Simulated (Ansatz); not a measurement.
Na₆Pt⁻, relaxed as a doublet with UKS PBE0-D4/def2-SVPD in Ansatz, starting from the GFN2-xTB geometry. Force threshold 0.02 eV/Å.

In the def2 sets Pt takes a core potential; there is no spin–orbit coupling. The relaxation made no stability test and no search for a lower SCF solution. No other spin state of charge -1 was run. The structure comes from a short search, and lower isomers may exist.

Start:

```xyz
7

Pt    0.5952    1.5178   -0.7672
Na    2.6773   -0.3723   -0.9492
Na   -1.8431    0.9261   -2.0052
Na   -1.7025    1.6079    1.0796
Na    1.6612    0.7380    1.8443
Na   -2.1473   -1.7147    0.4562
Na    0.7591   -2.7028    0.3415
```

| step | energy (eV) | largest force component (eV/Å) | SCF passes |
| --- | --- | --- | --- |
| 1 | -29721.7124 | 0.418 | 30 |
| 2 | -29721.8428 | 0.288 | 49 |
| 3 | -29721.9619 | 0.122 | 47 |
| 4 | -29722.0258 | 0.103 | 48 |
| 5 | -29722.0744 | 0.094 | 48 |
| 6 | -29722.1208 | 0.099 | 46 |
| 7 | -29722.1652 | 0.613 | 46 |
| 8 | -29722.1776 | 0.233 | 46 |
| 9 | -29722.1986 | 0.211 | 46 |
| 10 (rejected) | -29722.1747 | 0.680 | 49 |
| 11 (rejected) | -29722.1827 | 0.233 | 46 |
| 13 | -29722.2257 | 1.203 | 45 |
| 15 | -29722.2307 | 0.128 | 41 |
| 17 (rejected) | -29722.1917 | 1.704 | 47 |
| 19 (rejected) | -29722.1757 | 0.072 | 47 |
| 21 (rejected) | -29722.2229 | 1.323 | 41 |
| 23 (rejected) | -29722.2070 | 1.836 | 46 |
| 25 | -29722.2402 | 0.069 | 40 |
| 27 (rejected) | -29722.2387 | 0.113 | 42 |
| 29 | -29722.2406 | 0.047 | 35 |
| 31 | -29722.2409 | 0.012 | 26 |

Force components are those of the run's own axes.

End:

```xyz
7

Pt    0.624    1.774   -0.387
Na    2.551    0.054   -1.342
Na   -0.946    0.059   -1.905
Na   -1.802    2.070    0.884
Na    1.026    0.184    1.857
Na   -2.253   -1.368    1.217
Na    0.801   -2.773   -0.324
```

Bonds formed: Na2–Na3, Na3–Na7, Na5–Na6 (atoms count from 1).

No frequencies were taken in this run, so the end may be a saddle point.

It took 4.5 min on 4 threads of Arm Neoverse V2 on a shared host, peak host memory 0.57 GiB.
